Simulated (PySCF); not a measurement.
C2H5Cl3Si2 (SMILES [SiH3]/C=C/[Si](Cl)(Cl)Cl), singlet, at a GFN2-xTB geometry; PySCF with CASSCF(8,6)/STO-3G.

PySCF was given this input:
```python
from pyscf import gto, scf, mcscf
import numpy

mol = gto.Mole()
mol.atom = '''
    Si    3.83840613    0.19317781    0.23051303
    C     2.02198057    0.19917825   -0.27931293
    C     0.99866449   -0.07499754    0.52869839
    Si   -0.82167112   -0.06634097    0.04280997
    Cl   -1.03042487    0.52648673   -1.87853335
    Cl   -1.84556345    1.20568107    1.24201341
    Cl   -1.60862681   -1.92202303    0.24737024
    H     4.53228403   -0.82772102   -0.55702933
    H     4.39552556    1.51584264   -0.05926140
    H     3.93273212   -0.10530032    1.65932895
    H     1.80367878    0.44871745   -1.31132555
    H     1.21607653   -0.32480026    1.56099710
'''
mol.basis = 'sto-3g'
mol.verbose = 4
mol.build()

mf = scf.RHF(mol)
mf.kernel()
mc = mcscf.CASSCF(mf, 6, 8)
mc.fix_spin_(ss=0.0)
mc.kernel()
occ = numpy.linalg.eigvalsh(mc.fcisolver.make_rdm1(mc.ci, mc.ncas, mc.nelecas))[::-1]
ss = mc.fcisolver.spin_square(mc.ci, mc.ncas, mc.nelecas)[0]
print('natural occupations', occ.round(4), ' <S^2>', round(ss, 4))
```

Question: What does PySCF print? Leave out banner, timings and long lists.

Answer: 
```
PySCF version 2.14.0

[INPUT] verbose = 4
[INPUT] num. atoms = 12
[INPUT] num. electrons = 96
[INPUT] charge = 0
[INPUT] spin (= nelec alpha-beta = 2S) = 0
[INPUT] symmetry False subgroup None
[INPUT] Mole.unit = angstrom
[INPUT] Symbol           X                Y                Z      unit          X                Y                Z       unit  Magmom
[...]
nuclear repulsion = 673.230059682936
number of shells = 36
number of NR pGTOs = 180
number of NR cGTOs = 60
basis = sto-3g
ecp = {}

******** <class 'pyscf.scf.hf.RHF'> ********
method = RHF
initial guess = minao
damping factor = 0
level_shift factor = 0
DIIS = <class 'pyscf.scf.diis.CDIIS'>
diis_start_cycle = 1
diis_space = 8
diis_damp = 0
SCF conv_tol = 1e-09
SCF conv_tol_grad = None
SCF max_cycles = 50
direct_scf = True
direct_scf_tol = 1e-13
Set gradient conv threshold to 3.16228e-05
Initial guess from minao.
init E= -2012.43739841189
[...]
cycle= 1 E= -2012.72519958376  delta_E= -0.288  |g|= 0.417  |ddm|= 4.19
[...]
cycle= 2 E= -2012.81175732462  delta_E= -0.0866  |g|= 0.107  |ddm|= 1.06
[...]
cycle= 3 E= -2012.81631115208  delta_E= -0.00455  |g|= 0.0316  |ddm|= 0.213
[...]
cycle= 4 E= -2012.81679394966  delta_E= -0.000483  |g|= 0.0136  |ddm|= 0.0784
[...]
cycle= 5 E= -2012.81686348796  delta_E= -6.95e-05  |g|= 0.00131  |ddm|= 0.0251
[...]
cycle= 6 E= -2012.81686501269  delta_E= -1.52e-06  |g|= 0.000274  |ddm|= 0.00508
[...]
cycle= 7 E= -2012.81686507716  delta_E= -6.45e-08  |g|= 4.89e-05  |ddm|= 0.00109
[...]
cycle= 8 E= -2012.81686507925  delta_E= -2.09e-09  |g|= 1.55e-05  |ddm|= 0.000166
[...]
cycle= 9 E= -2012.81686507946  delta_E= -2.1e-10  |g|= 4.73e-06  |ddm|= 5.21e-05
[...]
Extra cycle  E= -2012.81686507947  delta_E= -1.05e-11  |g|= 1.91e-06  |ddm|= 9.43e-06
converged SCF energy = -2012.81686507947

******** <class 'pyscf.mcscf.mc1step.CASSCF'> ********
CAS (4e+4e, 6o), ncore = 44, nvir = 10
max_cycle_macro = 50
max_cycle_micro = 4
conv_tol = 1e-07
conv_tol_grad = None
orbital rotation max_stepsize = 0.02
orbital rotation threshold for CI restart = 0.01
augmented hessian ah_max_cycle = 30
augmented hessian ah_conv_tol = 1e-12
augmented hessian ah_linear dependence = 1e-14
augmented hessian ah_level shift = 1e-08
augmented hessian ah_start_tol = 2.5
augmented hessian ah_start_cycle = 3
augmented hessian ah_grad_trust_region = 3
kf_trust_region = 3
kf_interval = 4
ci_response_space = 4
ci_grad_trust_region = 3
with_dep4 0
natorb = False
canonicalization = True
sorting_mo_energy = False
ao2mo_level = 2
internal_rotation = False
******** <class 'pyscf.fci.addons.SpinPenaltyFCISolver'> ********
max. cycles = 50
conv_tol = 1e-08
davidson only = True
linear dependence = 1e-12
level shift = 0.001
max iter space = 12
nroots = 1
pspace_size = 400
spin = None
CASCI E = -2012.83547017380  S^2 = 0.0000000
Set conv_tol_grad to 0.000316228
macro iter   1 ( 21 JK    4 micro), CASSCF E = -2012.85762228036  dE = -2.21521066e-02  S^2 = 0.0000000
               |grad[o]|=0.0297  |grad[c]|=0.0267  |ddm|=0.0693  |maxRot[o]|=0.313
macro iter   2 ( 21 JK    4 micro), CASSCF E = -2012.86110683805  dE = -3.48455769e-03  S^2 = 0.0000000
               |grad[o]|=0.0173  |grad[c]|=0.00653  |ddm|=0.0359  |maxRot[o]|=0.272
macro iter   3 ( 21 JK    4 micro), CASSCF E = -2012.86491579919  dE = -3.80896114e-03  S^2 = 0.0000000
               |grad[o]|=0.0152  |grad[c]|=0.0385  |ddm|=0.0273  |maxRot[o]|=0.255
macro iter   4 ( 12 JK    3 micro), CASSCF E = -2012.86667602429  dE = -1.76022511e-03  S^2 = 0.0000000
               |grad[o]|=0.0102  |grad[c]|=0.018  |ddm|=0.0101  |maxRot[o]|=0.124
macro iter   5 ( 17 JK    4 micro), CASSCF E = -2012.86739127144  dE = -7.15247145e-04  S^2 = 0.0000000
               |grad[o]|=0.00614  |grad[c]|=0.0196  |ddm|=0.00279  |maxRot[o]|=0.0606
macro iter   6 ( 17 JK    4 micro), CASSCF E = -2012.86756997481  dE = -1.78703371e-04  S^2 = 0.0000000
               |grad[o]|=0.00325  |grad[c]|=0.0186  |ddm|=0.00333  |maxRot[o]|=0.104
[...]
               |grad[o]|=0.000707  |grad[c]|=0.00387  |ddm|=0.000864  |maxRot[o]|=0.0698
macro iter  33 (  7 JK    2 micro), CASSCF E = -2012.87751729386  dE = -4.39341040e-05  S^2 = 0.0000000
               |grad[o]|=0.000663  |grad[c]|=0.00411  |ddm|=0.000511  |maxRot[o]|=0.0698
macro iter  34 (  7 JK    2 micro), CASSCF E = -2012.87756793368  dE = -5.06398212e-05  S^2 = 0.0000000
               |grad[o]|=0.000628  |grad[c]|=0.00349  |ddm|=0.000452  |maxRot[o]|=0.0698
macro iter  35 (  7 JK    2 micro), CASSCF E = -2012.87763103149  dE = -6.30978111e-05  S^2 = 0.0000000
               |grad[o]|=0.000646  |grad[c]|=0.00275  |ddm|=0.000694  |maxRot[o]|=0.0698
macro iter  36 (  7 JK    2 micro), CASSCF E = -2012.87770677957  dE = -7.57480802e-05  S^2 = 0.0000000
               |grad[o]|=0.000735  |grad[c]|=0.00232  |ddm|=0.001  |maxRot[o]|=0.0698
macro iter  37 (  7 JK    2 micro), CASSCF E = -2012.87778881620  dE = -8.20366315e-05  S^2 = 0.0000000
               |grad[o]|=0.000884  |grad[c]|=0.00247  |ddm|=0.00127  |maxRot[o]|=0.0698
macro iter  38 (  7 JK    2 micro), CASSCF E = -2012.87786462014  dE = -7.58039405e-05  S^2 = 0.0000000
               |grad[o]|=0.00103  |grad[c]|=0.00345  |ddm|=0.00144  |maxRot[o]|=0.0698
macro iter  39 (  6 JK    2 micro), CASSCF E = -2012.87790654862  dE = -4.19284765e-05  S^2 = 0.0000000
               |grad[o]|=0.00104  |grad[c]|=0.00268  |ddm|=0.00108  |maxRot[o]|=0.0499
macro iter  40 (  5 JK    2 micro), CASSCF E = -2012.87792438237  dE = -1.78337496e-05  S^2 = 0.0000000
               |grad[o]|=0.000866  |grad[c]|=0.00133  |ddm|=0.000663  |maxRot[o]|= 0.03
macro iter  41 (  6 JK    2 micro), CASSCF E = -2012.87793709548  dE = -1.27131102e-05  S^2 = 0.0000000
               |grad[o]|=0.000646  |grad[c]|=0.00165  |ddm|=0.000807  |maxRot[o]|=0.0338
macro iter  42 ( 12 JK    3 micro), CASSCF E = -2012.87792847279  dE =  8.62269098e-06  S^2 = 0.0000000
               |grad[o]|=0.000357  |grad[c]|=0.00554  |ddm|=0.00133  |maxRot[o]|=0.0779
macro iter  43 ( 12 JK    3 micro), CASSCF E = -2012.87794197594  dE = -1.35031464e-05  S^2 = 0.0000000
               |grad[o]|=0.000583  |grad[c]|=0.00161  |ddm|=0.000579  |maxRot[o]|=0.0441
macro iter  44 ( 12 JK    3 micro), CASSCF E = -2012.87794215206  dE = -1.76128651e-07  S^2 = 0.0000000
               |grad[o]|=0.00043  |grad[c]|=0.000755  |ddm|=0.000457  |maxRot[o]|=0.0285
macro iter  45 (  7 JK    2 micro), CASSCF E = -2012.87795139060  dE = -9.23853872e-06  S^2 = 0.0000000
               |grad[o]|=0.000303  |grad[c]|=0.000848  |ddm|=0.000563  |maxRot[o]|=0.0329
macro iter  46 ( 16 JK    4 micro), CASSCF E = -2012.87794353500  dE =  7.85560428e-06  S^2 = 0.0000000
               |grad[o]|=0.000196  |grad[c]|=0.00928  |ddm|=0.00141  |maxRot[o]|=0.0798
macro iter  47 ( 17 JK    4 micro), CASSCF E = -2012.87795430127  dE = -1.07662668e-05  S^2 = 0.0000000
               |grad[o]|=0.000538  |grad[c]|=0.00114  |ddm|=0.000385  |maxRot[o]|=0.0183
macro iter  48 (  6 JK    2 micro), CASSCF E = -2012.87796153112  dE = -7.22985533e-06  S^2 = 0.0000000
               |grad[o]|=0.000314  |grad[c]|=0.000358  |ddm|=0.000394  |maxRot[o]|=0.0254
macro iter  49 ( 12 JK    3 micro), CASSCF E = -2012.87795691952  dE =  4.61159766e-06  S^2 = 0.0000000
               |grad[o]|=0.000241  |grad[c]|=0.000766  |ddm|=0.000527  |maxRot[o]|=0.0365
macro iter  50 ( 21 JK    4 micro), CASSCF E = -2012.87796032236  dE = -3.40283327e-06  S^2 = 0.0000000
               |grad[o]|=0.000348  |grad[c]|=0.000852  |ddm|=0.000402  |maxRot[o]|=0.0164
1-step CASSCF not converged,  50 macro (519 JK 131 micro) steps
CASSCF canonicalization
Density matrix diagonal elements [1.99743507 1.99793143 1.98104911 1.88739305 0.11407032 0.02212102]
CASSCF energy = -2012.87796032236
CASCI E = -2012.87796032236  E(CI) = -15.6884243453030  S^2 = 0.0000000
natural occupations [1.9987 1.9969 1.9808 1.8878 0.1138 0.0219]  <S^2> 0.0
```

The run did not converge; its last values are not results.
